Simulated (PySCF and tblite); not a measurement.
The numbers below are computed, except where a source is named.
# Dynamics report: rearrangement

System: C₈H₁₂O₂, numbered as in [CH3:1][CH2:2][CH2:3][CH2:4][CH2:5][C:6]#[C:7][C:8](=[O:9])[OH:10].

Motion: shift of H on O10 from O10 to O9. Level: PBE0/pcSseg-1 + D3(BJ) on GFN2-xTB stationary points, with GFN2-xTB thermal terms. Rates follow Eyring's equation with the number of equivalent paths and no tunnelling. (PySCF 2.14 with density fitting, tblite 0.8.)

| point | symmetry | E(GFN2) kcal/mol | E(DFT) kcal/mol | ZPE change kcal/mol | lowest mode cm⁻¹ | dipole D |
| --- | --- | --- | --- | --- | --- | --- |
| start | C1 | 0.0 | 0.0 | 0.00 | 13 | 2.31 |
| saddle | C1 | 33.6 | 33.1 | -3.05 | 1774i | 3.59 |
| end | C1 | 0.0 | 0.0 | -0.01 | 14 | 2.84 |

```json
{
  "Electronic barrier": "33.1 kcal/mol",
  "Barrier with zero-point energy": "30.0 kcal/mol",
  "ΔH‡ (298 K)": "29.9 kcal/mol",
  "ΔS‡ (298 K, symmetry apart)": "-0.7 cal/(mol K)",
  "Paths": "1 equivalent path",
  "End point": "a different minimum",
  "Cost": "2.5 min on 1 thread of Arm Neoverse V2, shared host (rough), peak memory 1.1 GiB, launched as `OMP_NUM_THREADS=1 python ens_run.py task.json out`"
}
```

| T/K | ΔG‡ kcal/mol | k s⁻¹ | ΔG kcal/mol | k back s⁻¹ |
| --- | --- | --- | --- | --- |
| 500 | 30.3 | 0.59 | 0.0 | 0.61 |

ΔG and ΔG‡ leave out symmetry numbers and mirror images; rates count paths: 1 out, 1 back.

Tunnelling of the moving H, left out here, will speed the real process. In real samples such hydrogens mostly exchange between molecules or through solvent, far faster than by this path. DFT energies on a tight-binding saddle of a bond shift can be off by several kcal/mol.
